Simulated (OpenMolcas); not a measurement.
A calculation on Mn VI.

| Item | Value |
| --- | --- |
| Program | OpenMolcas 26.06 |
| Method | RASSCF |
| Basis | ANO-RCC-VTZP [6s5p3d2f1g] |
| Scalar Hamiltonian | DKH2, point nucleus |
| Active space | 8 electrons in 8 orbitals (RAS1 3p, at most 2 holes; RAS2 3d) |
| State averaging | 2S+1 = 3 even, 10 roots; 2S+1 = 1 even, 15 roots |
| Spin-orbit coupling | RASSI with atomic mean-field integrals over the reference wave functions, term energies averaged over their components |

Task: Which level of the active space comes out lowest?

Result: 3d² ³F₂, with 100 % of that term; it is also the measured ground level.

Task: How high does 3d² ³P₁ lie?

Result: 20944 cm⁻¹ above the lowest level; measured 18057 cm⁻¹ above the ground level, so the calculation is off by +16 %.

Task: How high does 3d² ¹S₀ lie?

Result: 61673 cm⁻¹ above the lowest level.

Task: How high does 3d² ³F₃ lie?

Result: 782 cm⁻¹ above the lowest level; measured 746 cm⁻¹ above the ground level, so the calculation is off by +5 %.

Task: The level at 17209 cm⁻¹ has J = 2. What is it made of, and what is its g factor?

Result: 97 % 3d² ¹D₂, 3 % 3d² ³P; g = 1.013, against 1.000 from Landé's formula for the pure leading term.

Measured values: Corliss and Sugar, J. Phys. Chem. Ref. Data 6, 1253 (1977).

Without dynamic correlation excited terms often stand tens of per cent too high (terms of higher spin than the ground term too low), and those without a measured partner can miss by more than the paired ones. Active for correlation alone: 3p; no level in the range computed is led by a configuration that opens it, so any true level of that kind is missing. Measured partners are found by configuration, term and J. A level has none where our copy of the source lacks it or the pairing is in doubt (some pairs that miss far off the trend of their configuration count as doubtful), and it then counts in no deviation. Levels of configurations outside the active space are missing.
